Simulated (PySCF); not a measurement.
**Two-photon absorption: `C=Cc1ccc(B(C)C)nc1`, C9H12BN**

Geometry:
| atom | x (Å) | y (Å) | z (Å) |
| --- | --- | --- | --- |
| C1 | 4.637 | 0.058 | -0.285 |
| C2 | 3.633 | 0.492 | 0.487 |
| C3 | 2.201 | 0.296 | 0.256 |
| C4 | 1.661 | -0.391 | -0.839 |
| C5 | 0.284 | -0.512 | -0.951 |
| C6 | -0.562 | 0.048 | 0.024 |
| B7 | -2.141 | -0.057 | -0.054 |
| C8 | -2.818 | -0.713 | -1.316 |
| C9 | -2.994 | 0.476 | 1.141 |
| N10 | -0.035 | 0.709 | 1.074 |
| C11 | 1.277 | 0.824 | 1.178 |
| H12 | 4.466 | -0.510 | -1.203 |
| H13 | 5.677 | 0.260 | -0.019 |
| H14 | 3.878 | 1.055 | 1.394 |
| H15 | 2.316 | -0.828 | -1.597 |
| H16 | -0.147 | -1.045 | -1.802 |
| H17 | -2.650 | -0.055 | -2.190 |
| H18 | -3.904 | -0.853 | -1.215 |
| H19 | -2.366 | -1.682 | -1.587 |
| H20 | -3.295 | -0.421 | 1.720 |
| H21 | -3.938 | 0.948 | 0.825 |
| H22 | -2.433 | 1.129 | 1.823 |
| H23 | 1.655 | 1.373 | 2.050 |

Level of theory: TDDFT CAM-B3LYP/def2-SVPD excited states, vertical, gas phase in PySCF 2.14.0. Geometry: PBE0-D3(BJ)/def2-SVP.

Problem. Give the one- and two-photon strengths of the lowest singlets.

Solution. δ for parallel linear polarisation; σ at the peak of a Lorentzian of half width 0.1 eV, single beam; Ω is circular over linear.
```csv
state,E (eV),f,photon λ (nm),δ (au),σ (GM),Ω,main
S1,3.95,0.001,627,0.35,0.00,1.49,HOMO−1→LUMO 0.94
S2,4.62,0.535,537,339,2.65,0.75,HOMO→LUMO 0.86
S3,4.98,0.002,498,0.73,0.01,1.24,HOMO−1→LUMO+1 0.90
S4,5.14,0.087,483,462,4.46,0.67,"HOMO−2→LUMO 0.49, HOMO→LUMO+1 0.36"
S5,5.76,0.000,430,0.99,0.01,1.36,"HOMO−3→LUMO 0.76, HOMO−3→LUMO+3 0.13"
S6,5.80,0.000,427,1.28,0.02,0.97,HOMO−4→LUMO 0.79
```

Among these, the strongest one-photon state is S2, the strongest two-photon state S4, with a dipole change of 1.8 D (relaxed, norm of the difference vector).
